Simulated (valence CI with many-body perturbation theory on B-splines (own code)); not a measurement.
Ho16+: electric-dipole lines

Calculated by relativistic CI+MBPT: five valence electrons over a frozen Dirac-Fock core [Kr] 4d10, radial functions for each j: 7 s, 7 p, 7 d, 7 f, 4 g, 2 h, with the one-electron correlation potential Σ1 (screened to all orders), the two-electron term Σ2, the three-electron term Σ3, Breit, model QED; selected single and double excitations, second order for the rest, scaled by the run's own slope (own B-spline code, finite nucleus).

No measured levels were compared; by estimate terms of the open shell hold to a few per cent of their energy, and close levels can change places. Among the levels kept, up to 1100 cm⁻¹ of a level comes from second order outside the variational space, and about a tenth of that is noise between levels of different J, which matters for small intervals.

Lines 101 to 150 of 383 in falling wavelength, among levels below 136450 cm⁻¹, chosen from the strongest by gf and those to the six lowest levels. Wavelengths and rates use the calculated energies, so an error of 2000 cm⁻¹ moves a line at 147.8 nm by 3 % and its rate by three times that or more. Electric multipoles are in the length gauge, E1 and E2 with the static RPA response of the core. Weak lines are less certain than strong ones. Lines between different terms over intervals too small for the method are left out, as are lines whose strength nearly cancels. Where a level lies close to another of its J and parity, the split of strength between their lines is uncertain. The highest levels of a list are the least certain.

Names give the largest LS component (configuration and term), which can be under half, so a name can repeat, a term be missing and a line seem to break the LS rules; names also repeat where a configuration has a term twice. Letters in brackets count levels of one name in rising energy.

```tsv
λ vac (nm)	Upper	Lower	A (s⁻¹)	S (a.u.) with core polarisation	S without
147.8	4f⁴5s ⁴I_13/2	4f⁵ ⁴L°_13/2	6.12e+02	1.37e-05	1.44e-05
147.5	4f⁴5s ⁴L_15/2	4f⁵ ²L°_17/2 [a]	1.00e+02	2.55e-06	2.79e-06
147.3	4f⁴5s ⁶S_5/2	4f⁵ ⁴F°_5/2 [a]	2.37e+03	2.25e-05	2.46e-05
147.2	4f⁴5s ⁴K_15/2	4f⁵ ⁴K°_15/2 [a]	8.04e+02	2.02e-05	2.17e-05
147.1	4f⁴5s ⁴K_15/2	4f⁵ ⁴H°_13/2 [a]	1.79e+02	4.50e-06	5.04e-06
146.6	4f⁴5s ⁴F_3/2	4f⁵ ⁴G°_5/2 [c]	2.13e+03	1.33e-05	1.34e-05
146.3	4f⁴5s ⁴G_5/2 [a]	4f⁵ ⁴G°_5/2 [c]	3.15e+02	2.92e-06	2.88e-06
146.0	4f⁴5s ⁴K_11/2	4f⁵ ⁴K°_13/2 [b]	1.71e+02	3.15e-06	3.73e-06
145.8	4f⁴5s ⁴L_17/2	4f⁵ ²L°_17/2 [a]	1.78e+02	4.89e-06	4.98e-06
145.5	4f⁴5s ⁴I_15/2	4f⁵ ⁴L°_17/2	1.62e+03	3.94e-05	4.23e-05
145.0	4f⁴5s ⁴F_7/2	4f⁵ ⁴F°_9/2 [c]	2.44e+02	2.94e-06	3.29e-06
144.9	4f⁴5s ⁴S_3/2 [a]	4f⁵ ⁴P°_3/2 [a]	6.19e+02	3.72e-06	3.46e-06
144.8	4f⁴5s ⁴K_15/2	4f⁵ ⁴K°_17/2 [a]	1.63e+02	3.91e-06	4.63e-06
144.2	4f⁴5s ⁴F_9/2	4f⁵ ⁴F°_9/2 [c]	2.64e+02	3.90e-06	3.75e-06
144.0	4f⁴5s ⁴S_3/2 [b]	4f⁵ ⁴P°_5/2	1.55e+03	9.16e-06	9.33e-06
143.8	4f⁴5s ⁴G_5/2 [a]	4f⁵ ⁴G°_7/2 [b]	7.23e+02	6.37e-06	6.64e-06
143.3	4f⁴5s ⁴I_11/2	4f⁵ ⁴K°_13/2 [a]	1.62e+03	2.83e-05	2.97e-05
143.3	4f⁴5s ⁴K_17/2	4f⁵ ⁴L°_19/2	2.74e+02	7.17e-06	6.56e-06
143.3	4f⁴5s ⁴S_3/2 [a]	4f⁵ ⁴P°_1/2 [a]	1.03e+03	5.96e-06	5.88e-06
142.9	4f⁴5s ⁴G_7/2	4f⁵ ⁴F°_9/2 [c]	4.23e+02	4.87e-06	5.02e-06
142.7	4f⁴5s ⁴I_11/2	4f⁵ ⁴I°_11/2 [a]	1.53e+03	2.64e-05	2.78e-05
142.5	4f⁴5s ⁶S_5/2	4f⁵ ⁴G°_5/2 [b]	2.57e+03	2.20e-05	2.42e-05
142.1	4f⁴5s ⁴G_7/2	4f⁵ ²F°_5/2 [a]	1.96e+02	2.23e-06	2.42e-06
142.0	4f⁴5s ⁴K_13/2	4f⁵ ⁴K°_13/2 [b]	1.43e+03	2.83e-05	2.98e-05
141.8	4f⁴5s ⁴F_5/2	4f⁵ ²F°_5/2 [a]	4.15e+02	3.51e-06	3.85e-06
141.1	4f⁴5s ⁴L_15/2	4f⁵ ²M°_17/2 [a]	2.99e+02	6.64e-06	6.85e-06
140.9	4f⁴5s ⁴I_13/2	4f⁵ ⁴I°_15/2 [a]	1.83e+03	3.54e-05	3.81e-05
140.0	4f⁴5s ⁴K_11/2	4f⁵ ⁴K°_11/2 [a]	2.05e+03	3.34e-05	3.51e-05
139.5	4f⁴5s ⁴L_17/2	4f⁵ ²M°_17/2 [a]	2.94e+02	7.09e-06	7.09e-06
139.4	4f⁴5s ⁴S_3/2 [b]	4f⁵ ²F°_5/2 [a]	4.46e+02	2.39e-06	2.49e-06
139.1	4f⁴5s ⁴K_17/2	4f⁵ ⁴K°_17/2 [a]	6.94e+02	1.66e-05	1.84e-05
138.9	4f⁴5s ⁴G_5/2 [b]	4f⁵ ⁴G°_7/2 [b]	8.88e+02	7.04e-06	7.43e-06
137.9	4f⁴5s ⁴F_9/2	4f⁵ ⁴G°_11/2 [c]	4.36e+03	5.65e-05	6.03e-05
137.8	4f⁴5s ⁴F_3/2	4f⁵ ⁴D°_3/2 [a]	4.16e+02	2.15e-06	2.29e-06
137.8	4f⁴5s ⁴L_13/2	4f⁵ ⁴K°_15/2 [a]	3.10e+02	5.62e-06	6.12e-06
137.6	4f⁴5s ⁴G_5/2 [a]	4f⁵ ⁴D°_3/2 [a]	6.17e+02	4.76e-06	5.05e-06
137.5	4f⁴5s ⁴K_11/2	4f⁵ ⁴L°_13/2	3.53e+02	5.43e-06	5.85e-06
137.1	4f⁴5s ⁴H_11/2	4f⁵ ⁴G°_11/2 [c]	5.26e+02	8.03e-06	8.52e-06
134.0	4f⁴5s ⁴S_3/2 [b]	4f⁵ ⁴P°_3/2 [a]	1.75e+03	8.33e-06	8.41e-06
133.7	4f⁴5s ⁴F_7/2	4f⁵ ⁴F°_9/2 [b]	7.81e+02	7.36e-06	7.74e-06
133.1	4f⁴5s ⁴G_5/2 [b]	4f⁵ ⁴D°_3/2 [a]	7.19e+02	5.02e-06	5.35e-06
132.8	4f⁴5s ⁶G_9/2 [b]	4f⁵ ⁴H°_7/2 [a]	2.14e+02	2.47e-06	2.74e-06
132.8	4f⁴5s ⁴I_13/2	4f⁵ ⁴K°_13/2 [a]	1.47e+03	2.38e-05	2.51e-05
132.5	4f⁴5s ⁴S_3/2 [b]	4f⁵ ⁴P°_1/2 [a]	6.39e+02	2.94e-06	2.95e-06
132.3	4f⁴5s ⁴F_5/2	4f⁵ ⁶P°_7/2	4.35e+02	2.98e-06	3.00e-06
132.1	4f⁴5s ⁴F_7/2	4f⁵ ⁴G°_7/2 [b]	2.83e+02	2.57e-06	2.65e-06
131.9	4f⁴5s ⁴M_15/2	4f⁵ ⁴K°_15/2 [a]	4.08e+02	7.38e-06	7.77e-06
131.8	4f⁴5s ⁴K_15/2	4f⁵ ⁴L°_15/2	5.83e+02	1.05e-05	1.07e-05
131.8	4f⁴5s ⁴G_7/2	4f⁵ ⁴F°_9/2 [b]	4.57e+02	4.13e-06	4.34e-06
131.8	4f⁴5s ⁴K_17/2	4f⁵ ⁴L°_17/2	1.24e+03	2.52e-05	2.63e-05
```
